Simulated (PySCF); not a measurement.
Bonding in `C=C(C)[C@@H]1[SiH2][C@H]1O[SiH2]C`

C₆H₁₄OSi₂.
Atom-mapped SMILES: `[CH2:1]=[C:2]([CH3:3])[C@@H:4]1[SiH2:5][C@H:6]1[O:7][SiH2:8][CH3:9]` (hydrogens: H10, H11 on C1; H12, H13, H14 on C3; H15 on C4; H16, H17 on Si5; H18 on C6; H19, H20 on Si8; H21, H22, H23 on C9)

Cartesian coordinates in Å at the GFN2-xTB level; atoms count from 1:
```
atom  x, y, z in Å
C1    -2.145    0.695    1.211
C2    -1.632    0.320    0.044
C3    -2.060    0.961   -1.244
C4    -0.632   -0.751   -0.101
Si5   -0.794   -2.465    0.719
C6     0.389   -1.029    1.016
O7     1.709   -1.167    0.594
Si8    2.814   -0.015    0.288
C9     2.233    1.290   -0.968
H10   -1.859    0.234    2.140
H11   -2.871    1.487    1.278
H12   -2.449    0.204   -1.926
H13   -2.831    1.708   -1.074
H14   -1.211    1.440   -1.731
H15   -0.161   -0.760   -1.079
H16   -0.293   -3.604   -0.023
H17   -1.900   -2.642    1.641
H18    0.302   -0.389    1.889
H19    3.178    0.688    1.526
H20    3.876   -0.869   -0.229
H21    1.963    0.838   -1.919
H22    1.362    1.831   -0.603
H23    3.010    2.022   -1.165
```

Bond orders from the PBE0/pcSseg-1 density (PySCF). The structure is a single GFN2-xTB conformer in the gas phase; no vibrational or solvent corrections.

Q: How far do the computed orders between heavy atoms stray from the drawn ones?

A: The largest departure is 0.147, at C6–C4 (drawn single, 0.853). Drawn single, order below 0.88: C4–Si5 (0.872), C6–O7 (0.868) and C6–C4 (0.853).

Q: Give the Mayer order of every bond between heavy atoms, beside its length.

A: 
| bond | drawn as | length (Å) | Mayer order |
| --- | --- | --- | --- |
| C1–C2 | double | 1.329 | 1.949 |
| C2–C3 | single | 1.502 | 1.061 |
| C2–C4 | single | 1.472 | 1.016 |
| C4–Si5 | single | 1.907 | 0.872 |
| Si5–C6 | single | 1.884 | 0.917 |
| C6–O7 | single | 1.392 | 0.868 |
| O7–Si8 | single | 1.625 | 0.964 |
| Si8–C9 | single | 1.902 | 0.931 |
| C6–C4 | single | 1.539 | 0.853 |

Bonds between the same two heavy elements. C–C: lowest C6–C4 (0.853, 1.539 Å), highest C1–C2 (1.949, 1.329 Å); in 1 of the 6 pairs the longer bond (by over 0.003 Å) has the higher order (by 0.02 or more). C–Si: lowest C4–Si5 (0.872, 1.907 Å), highest Si8–C9 (0.931, 1.902 Å).

Q: And the bonds to hydrogen?

A: C–H: 0.93 to 0.96 (10 bonds); H–Si: 0.92 to 0.95 (4 bonds).

Q: Sum the orders of all bonds at each heavy atom with more than one neighbour and set the sums beside the valence in the SMILES.

A: C1 3.828 (drawn 4), C2 4.026 (drawn 4), C3 3.915 (drawn 4), C4 3.669 (drawn 4), Si5 3.668 (drawn 4), C6 3.566 (drawn 4), O7 1.832 (drawn 2), Si8 3.749 (drawn 4), C9 3.798 (drawn 4). Orders between atoms that aren't bonded are not in these sums.

Mayer orders depend on the basis set.
